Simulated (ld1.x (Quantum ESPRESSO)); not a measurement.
**Ranking RRKJ potentials for silver**

All share these settings but for the change named:

ld1.x (Quantum ESPRESSO) 7.5 input, shortened:

```
&input
   title='Ag', zed=47., rel=1, dft='PBESOL', iswitch=3,
   config='[Kr] 4d9 5s0 5p0'
 /
 &inputp
   pseudotype=2, tm=.false., rho0=0.01, lloc=0,
   nlcc=.true., new_core_ps=.true., rcore=0.85
 /
3
4P  2  1   6.00   0.00  1.15  1.15  0.0
4D  3  2   9.00   0.00  1.55  1.55  0.0
4S  1  0   2.00   0.00  0.85  0.85  0.0
 &test
   configts(1)='4s2 4p6 4d9 5s0 5p0'
 /
```

Cutoff: the first of the cutoffs (Ry, on a coarse ladder) from which the occupation-weighted sum of valence levels, in a spherical-Bessel basis at the reference potential, stays within 10 and 1 mRy of its value at 400 Ry; the density cutoff is not measured.

The base gives 160 Ry.

Of 6 variants that were run, those that failed, showed a ghost or another fault, or gave nearly equal values are left out.

A variant can come out equal or close to the base.

**Question.** Rank these variants from softest to hardest (loose cutoff).
A. all radii but the core radius scaled by about 1.05 (s 0.90, p 1.20, d 1.62 bohr)
B. all radii but the core radius scaled by about 1.17 (s 1.00, p 1.34, d 1.80 bohr)
C. all radii but the core radius scaled by about 1.36 (s 1.16, p 1.56, d 2.10 bohr)

**Answer.** C (110 Ry), B (140 Ry), A (160 Ry).
